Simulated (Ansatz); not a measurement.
Isolated molecules relaxed with PBE0-D4/def2-TZVP in Ansatz; ΔE leaves out vibrations. CCSD(T)/CBS is the MP2 limit (def2-TZVPP, def2-QZVPP) plus CCSD(T) − MP2 in def2-TZVPP, frozen cores. This one scheme is used for every species. Each species was taken in one conformer, which may not be the lowest.

Consider the cleavage of the B–B bond: `CBB(C)F` + `NBN` → `CBNBN` + `CBF`.

`CBB(C)F`:

Z-matrix (Å, degrees):
```
C
B 1 1.559
H 1 1.093 2 113.9
H 1 1.104 2 103.9 3 113.8
H 1 1.091 2 116.3 3 -129.4
B 2 1.690 1 124.7 3 150.6
H 2 1.206 1 116.8 3 -34.8
F 6 1.343 2 118.7 1 -95.6
C 6 1.566 2 124.8 1 83.0
H 9 1.094 6 112.0 2 148.0
H 9 1.099 6 107.4 2 -95.2
H 9 1.092 6 114.2 2 23.0
```

`NBN`:

Z-matrix (Å, degrees):
```
N
B 1 1.409
H 1 1.002 2 121.9
H 1 1.005 2 124.5 3 -180.0
N 2 1.409 1 122.9 3 180.0
H 2 1.200 1 118.5 3 -0.0
H 5 1.003 2 121.9 1 -180.0
H 5 1.005 2 124.5 1 -0.0
```

`CBNBN`:

Cartesian coordinates in Å:
```
C -1.991 -0.364 -1.075
B -0.507 -0.236 -0.593
N -0.157 0.303 0.658
B 1.156 0.486 1.236
N 2.324 0.117 0.569
H -2.136 0.189 -2.010
H -2.734 -0.010 -0.353
H -2.223 -1.407 -1.319
H 0.383 -0.610 -1.313
H -0.922 0.610 1.243
H 1.244 0.974 2.328
H 2.330 -0.297 -0.347
H 3.232 0.245 0.974
```

`CBF`:

Z-matrix (Å, degrees):
```
C
B 1 1.553
H 1 1.096 2 109.6
H 1 1.091 2 114.0 3 122.5
H 1 1.096 2 109.7 3 -114.9
F 2 1.327 1 120.6 3 -122.2
H 2 1.202 1 123.5 3 57.8
```

| species | SCS-MP2/def2-QZVPP energy (Eh) |
| --- | --- |
| `CBB(C)F` | -229.63030 |
| `NBN` | -137.22282 |
| `CBNBN` | -201.88233 |
| `CBF` | -165.03177 |

Question: Work out ΔE.

Answer: ΔE = (-201.88233) + (-165.03177) − (-229.63030) − (-137.22282) = -0.06098 Eh = -38.3 kcal/mol. CCSD(T)/CBS gives -37.3 kcal/mol.

Largest T1 diagnostic among the species: 0.012.
